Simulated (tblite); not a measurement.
Run record: tight-binding relaxation, `C[Se][SiH2]n1cnc(C)c1`.

Computed with GFN2-xTB geometry optimisation, gas phase (tblite 0.8.0). Start geometry: from a force field or distance geometry. The command runs a driver script over a list of jobs; the input below is this job's line of settings and its coordinates in Å.

Command:
```bash
OMP_NUM_THREADS=1 python probes_run.py task.json out
```

Input:
```
{"job": {"kind": "relax", "xc": "GFN2-xTB", "basis": "xTB"}, "charge": 0, "multiplicity": 1}
C      4.066600     1.273100    -0.372400
Se     2.146600     1.334800    -0.042700
Si     1.391200    -0.830700    -0.269200
N     -0.347400    -0.867600     0.208000
C     -0.997400    -1.740600     0.991900
N     -2.308200    -1.352500     1.059200
C     -2.448900    -0.230200     0.324300
C     -3.657300     0.591600     0.086000
C     -1.214600     0.079300    -0.213400
H      4.203200     1.421300    -1.453800
H      4.413800     0.273800    -0.050600
H      4.586800     2.051600     0.236100
H      1.417400    -1.074400    -1.718400
H      2.221600    -1.773100     0.461500
H     -0.574100    -2.610900     1.482500
H     -4.294200     0.206600    -0.733500
H     -3.391500     1.640400    -0.186800
H     -4.244800     0.684500     1.041000
H     -0.978800     0.932300    -0.857000
```

**Question.** What does the run print?

**Answer.** 
```
step      E/eV     max force
  0    -723.62664    3.368
  1    -723.90457    1.114
  2    -723.95030    0.641
  3    -724.00240    0.472
  4    -724.02327    0.352
  5    -724.04155    0.318
  6    -724.05333    0.338
  7    -724.06915    0.306
  8    -724.07940    0.260
  9    -724.08656    0.287
... (111 lines left out)
121    -724.21125    0.013
122    -724.21130    0.013
123    -724.21135    0.016
124    -724.21141    0.019
125    -724.21147    0.022
126    -724.21154    0.018
127    -724.21161    0.017
128    -724.21165    0.013
129    -724.21169    0.011
130    -724.21171    0.009
```

«max force» is the largest atomic force in eV/Å.

**Question.** From which step on does the largest force stay under 0.1 eV/Å, and how much energy is left to gain from there?

**Answer.** From step 99 (0.065 eV/Å), 6.6 meV above the end.

Main results: energy lowered by 13.5 kcal/mol over 130 steps; largest atomic force 0.009 eV/Å at the end.

**Question.** Give the final coordinates.

**Answer.** 0.562 Å rms from the input after alignment:
```
atom  x, y, z in Å
C1     3.9899    1.1388   -0.4103
Se2    2.0653    1.4660   -0.3627
Si3    1.4599   -0.6983   -0.1359
N4    -0.2646   -0.7007    0.0782
C5    -1.0397   -1.7763    0.3965
N6    -2.2957   -1.4857    0.4896
C7    -2.3949   -0.1423    0.2215
C8    -3.7018    0.5649    0.2466
C9    -1.1519    0.3486   -0.0330
H10    4.2216    0.4709   -1.2345
H11    4.3018    0.7003    0.5329
H12    4.4836    2.0951   -0.5556
H13    1.7846   -1.4727   -1.3371
H14    2.0618   -1.2976    1.0566
H15   -0.6186   -2.7489    0.5490
H16   -4.4298    0.0224   -0.3524
H17   -3.5892    1.5739   -0.1409
H18   -4.0804    0.6152    1.2665
H19   -0.8118    1.3355   -0.2825
```

The run took 3.8 s on one thread, Intel Xeon at 2.50 GHz (x86_64), on a shared host.
Labels such as C1 count atoms from 1, the log's own numbers from 0.
